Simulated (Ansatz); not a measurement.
Ideal-gas functions of `N[SiH](Cl)Cl` at 600 K and 1 bar, from an Ansatz frequency run at PBE0-D4/def2-TZVP.

Molar mass 116.02 g/mol, point group C1 (symmetry number 1), electronic degeneracy 1, moments of inertia 113.524, 205.625, 293.857 u Å². Harmonic wavenumbers (cm⁻¹, unscaled): 126, 199, 247, 295, 392, 510, 575, 724, 832, 898, 915, 1575, 2293, 3601, 3698.

Use S(trans) = R[1.5 ln M + 2.5 ln T − 1.1517]; rotational temperatures θ = 24.2544 K / I; S(rot) = R[ln(√π/σ · √(T³/θAθBθC)) + 1.5]; for each mode x = 1.438777 ν̃/T, S = R[x/(eˣ − 1) − ln(1 − e⁻ˣ)] and H = RT x/(eˣ − 1); 1 cm⁻¹ = 0.0119627 kJ/mol; R = 8.31446 J/(mol·K).

**Question.** By hand: the entropy, in J/(mol·K).

**Answer.** Translation 182.7. Rotation: θ = 0.2136, 0.118, 0.0825 K, giving 122.7. Vibration, mode by mode: 18.30, 14.54, 12.79, 11.36, 9.13, 7.14, 6.27, 4.70, 3.83, 3.38, 3.27, 0.93, 0.22, 0.01, 0.01, in all 95.9. Electronic 0.0. Sum 401.3 J/(mol·K).

**Question.** By hand: H − E and G − E in kJ/mol, counted from the electronic energy.

**Answer.** Zero-point energy ½ × 16880 × 0.0119627 = 101.0; thermal vibration 29.9; translation, rotation and pV give 4 RT = 20.0. H − E = 150.9 kJ/mol, and G − E = 150.9 − 600 × 401.3/1000 = -89.9 kJ/mol.

Vibration gives 24 % of the entropy, 18.3 J/(mol·K) of it from the mode under 150 cm⁻¹: soft modes count most, and the harmonic formula is weakest for them. The sum counts one conformer and one mirror image; others add a mixing term.
